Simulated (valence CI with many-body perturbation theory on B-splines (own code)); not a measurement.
Forbidden lines of Tl XLII

Calculated by relativistic CI+MBPT: four valence electrons over a frozen Dirac-Fock core [Kr], radial functions for each j: 9 s, 9 p, 10 d, 8 f, 5 g, 3 h, 1 i, with the one-electron correlation potential Σ1 (screened to all orders), the two-electron term Σ2, the three-electron term Σ3, Breit, model QED; selected single and double excitations, second order for the rest (own B-spline code, finite nucleus).

No measured spectrum was set against this ion. As an estimate, large intervals hold to a few tenths of a per cent, small ones and those within an open d or f shell to about a per cent. Only levels of the ground parity were solved; by the run's estimate the other parity begins above the list, which can be wrong where configurations are misplaced.

Lines 51 to 100 of 116 in falling wavelength, among levels below 140.35 eV, chosen from the decays that carry over 1 % of a level's rate. Wavelengths and rates use the calculated energies. Electric multipoles are in the length gauge, E1 and E2 with the static RPA response of the core. S is in atomic units (e²a₀⁴ for E2 and M2, e²a₀⁶ for E3), for M1 in squared Bohr magnetons. Weak lines are less certain than strong ones. Lines between different terms over intervals too small for the method are left out, as are lines whose strength nearly cancels. The highest levels of a list are the least certain.

Levels are named by their leading jj configuration (3d3/2^4 stands for four electrons in 3d with j = 3/2), which in mixed levels can hold well under half, so a name can repeat and another be missing. Letters in brackets count levels of one name in rising energy.

| λ vac (nm) | Upper | Lower | Type | A (s⁻¹) | S (a.u.) |
| --- | --- | --- | --- | --- | --- |
| 41.97 | (4d3/2 4d5/2^3) J=3 [a] | (4d3/2^2 4d5/2^2) J=3 [a] | M1 | 1.91e+05 | 3.67e+00 |
| 41.92 | (4d3/2^2 4d5/2^2) J=6 | (4d3/2^3 4d5/2) J=4 | E2 | 2.93e+01 | 4.41e-03 |
| 41.81 | (4d3/2 4d5/2^3) J=4 [a] | (4d3/2^2 4d5/2^2) J=4 [a] | M1 | 3.40e+05 | 8.28e+00 |
| 41.76 | (4d3/2 4d5/2^3) J=4 [b] | (4d3/2^2 4d5/2^2) J=4 [c] | M1 | 8.25e+04 | 2.00e+00 |
| 41.71 | (4d3/2^2 4d5/2^2) J=2 [a] | (4d3/2^3 4d5/2) J=1 | M1 | 3.15e+05 | 4.24e+00 |
| 41.46 | (4d3/2^2 4d5/2^2) J=2 [b] | (4d3/2^3 4d5/2) J=3 | M1 | 1.14e+03 | 1.51e-02 |
| 40.81 | (4d3/2 4d5/2^3) J=3 [b] | (4d3/2^2 4d5/2^2) J=2 [b] | M1 | 5.66e+04 | 9.99e-01 |
| 40.81 | (4d3/2 4d5/2^3) J=5 | (4d3/2^2 4d5/2^2) J=5 | M1 | 7.33e+04 | 2.03e+00 |
| 40.80 | (4d3/2^2 4d5/2^2) J=3 [b] | (4d3/2^3 4d5/2) J=2 | M1 | 4.79e+03 | 8.45e-02 |
| 40.75 | (4d5/2^4) J=2 | (4d3/2 4d5/2^3) J=3 [b] | M1 | 5.31e+04 | 6.66e-01 |
| 40.74 | (4d3/2 4d5/2^3) J=2 [a] | (4d3/2^2 4d5/2^2) J=3 [b] | M1 | 1.29e+05 | 1.61e+00 |
| 40.69 | (4d5/2^4) J=4 | (4d3/2 4d5/2^3) J=5 | M1 | 8.60e+04 | 1.93e+00 |
| 40.12 | (4d3/2 4d5/2^3) J=6 | (4d3/2^2 4d5/2^2) J=5 | M1 | 1.23e+05 | 3.83e+00 |
| 40.09 | (4d3/2 4d5/2^3) J=3 [b] | (4d3/2^2 4d5/2^2) J=4 [b] | M1 | 4.27e+04 | 7.13e-01 |
| 40.03 | (4d3/2 4d5/2^3) J=1 [b] | (4d3/2^2 4d5/2^2) J=2 [c] | M1 | 1.16e+05 | 8.29e-01 |
| 39.87 | (4d3/2 4d5/2^3) J=3 [c] | (4d3/2^2 4d5/2^2) J=2 [c] | M1 | 8.30e+04 | 1.37e+00 |
| 39.68 | (4d3/2^2 4d5/2^2) J=3 [b] | (4d3/2^3 4d5/2) J=4 | M1 | 1.16e+05 | 1.87e+00 |
| 39.56 | (4d5/2^4) J=2 | (4d3/2 4d5/2^3) J=2 [a] | M1 | 1.86e+05 | 2.13e+00 |
| 39.56 | (4d3/2 4d5/2^3) J=3 [a] | (4d3/2^2 4d5/2^2) J=2 [a] | M1 | 3.08e+05 | 4.95e+00 |
| 39.55 | (4d3/2 4d5/2^3) J=3 [b] | (4d3/2^2 4d5/2^2) J=3 [b] | M1 | 1.24e+05 | 1.99e+00 |
| 39.53 | (4d3/2^2 4d5/2^2) J=2 [b] | (4d3/2^3 4d5/2) J=2 | M1 | 5.49e+04 | 6.29e-01 |
| 39.14 | (4d3/2^2 4d5/2^2) J=4 [b] | (4d3/2^3 4d5/2) J=4 | M1 | 1.15e+03 | 2.30e-02 |
| 38.75 | (4d3/2^3 4d5/2) J=2 | (4d3/2^4) J=0 | E2 | 1.70e+02 | 6.63e-03 |
| 38.74 | (4d3/2 4d5/2^3) J=2 [a] | (4d3/2^2 4d5/2^2) J=1 | M1 | 5.33e+04 | 5.75e-01 |
| 37.56 | (4d3/2 4d5/2^3) J=5 | (4d3/2^2 4d5/2^2) J=4 [a] | M1 | 4.46e+04 | 9.63e-01 |
| 37.47 | (4d3/2 4d5/2^3) J=2 [b] | (4d3/2^2 4d5/2^2) J=2 [c] | M1 | 1.28e+05 | 1.24e+00 |
| 37.12 | (4d5/2^4) J=4 | (4d3/2 4d5/2^3) J=3 [a] | M1 | 2.21e+05 | 3.77e+00 |
| 37.00 | (4d3/2 4d5/2^3) J=1 [a] | (4d3/2^2 4d5/2^2) J=2 [a] | M1 | 2.73e+05 | 1.54e+00 |
| 36.70 | (4d3/2 4d5/2^3) J=1 [a] | (4d3/2^2 4d5/2^2) J=0 [a] | M1 | 2.48e+05 | 1.37e+00 |
| 36.66 | (4d5/2^4) J=4 | (4d3/2 4d5/2^3) J=4 [a] | M1 | 3.49e+05 | 5.74e+00 |
| 35.27 | (4d5/2^4) J=0 | (4d3/2 4d5/2^3) J=1 [b] | M1 | 6.19e+05 | 1.01e+00 |
| 35.05 | (4d3/2^2 4d5/2^2) J=2 [c] | (4d3/2^3 4d5/2) J=3 | M1 | 2.16e+05 | 1.72e+00 |
| 34.99 | (4d5/2^4) J=2 | (4d3/2 4d5/2^3) J=1 [a] | M1 | 2.55e+05 | 2.02e+00 |
| 34.63 | (4d3/2 4d5/2^3) J=2 [a] | (4d3/2^2 4d5/2^2) J=3 [a] | M1 | 1.17e+05 | 9.00e-01 |
| 34.29 | (4d3/2 4d5/2^3) J=0 | (4d3/2^2 4d5/2^2) J=1 | M1 | 2.40e+05 | 3.59e-01 |
| 34.02 | (4d3/2 4d5/2^3) J=1 [b] | (4d3/2^2 4d5/2^2) J=2 [b] | M1 | 8.40e+03 | 3.68e-02 |
| 33.76 | (4d3/2 4d5/2^3) J=3 [b] | (4d3/2^2 4d5/2^2) J=3 [a] | M1 | 3.48e+04 | 3.48e-01 |
| 33.66 | (4d3/2^2 4d5/2^2) J=2 [c] | (4d3/2^3 4d5/2) J=2 | M1 | 7.11e+04 | 5.03e-01 |
| 33.41 | (4d3/2 4d5/2^3) J=3 [c] | (4d3/2^2 4d5/2^2) J=4 [b] | M1 | 1.36e+04 | 1.32e-01 |
| 33.27 | (4d3/2 4d5/2^3) J=3 [b] | (4d3/2^2 4d5/2^2) J=4 [a] | M1 | 4.01e+04 | 3.83e-01 |
| 33.15 | (4d3/2^2 4d5/2^2) J=4 [c] | (4d3/2^3 4d5/2) J=3 | M1 | 7.49e+04 | 9.10e-01 |
| 32.97 | (4d5/2^4) J=2 | (4d3/2 4d5/2^3) J=3 [a] | M1 | 1.84e+05 | 1.22e+00 |
| 32.74 | (4d3/2^2 4d5/2^2) J=2 [b] | (4d3/2^3 4d5/2) J=1 | M1 | 1.05e+04 | 6.85e-02 |
| 32.49 | (4d3/2 4d5/2^3) J=4 [b] | (4d3/2^2 4d5/2^2) J=3 [b] | M1 | 8.74e+04 | 1.00e+00 |
| 32.18 | (4d3/2 4d5/2^3) J=3 [b] | (4d3/2^2 4d5/2^2) J=2 [a] | M1 | 8.04e+03 | 6.96e-02 |
| 32.15 | (4d3/2 4d5/2^3) J=2 [b] | (4d3/2^2 4d5/2^2) J=2 [b] | M1 | 8.89e+03 | 5.48e-02 |
| 31.80 | (4d3/2 4d5/2^3) J=1 [b] | (4d3/2^2 4d5/2^2) J=1 | M1 | 6.09e+04 | 2.18e-01 |
| 31.36 | (4d3/2 4d5/2^3) J=2 [b] | (4d3/2^2 4d5/2^2) J=3 [b] | M1 | 2.75e+04 | 1.57e-01 |
| 30.16 | (4d3/2 4d5/2^3) J=2 [b] | (4d3/2^2 4d5/2^2) J=1 | M1 | 5.59e+04 | 2.84e-01 |
| 29.92 | (4d3/2 4d5/2^3) J=4 [b] | (4d3/2^2 4d5/2^2) J=5 | M1 | 1.10e+05 | 9.79e-01 |
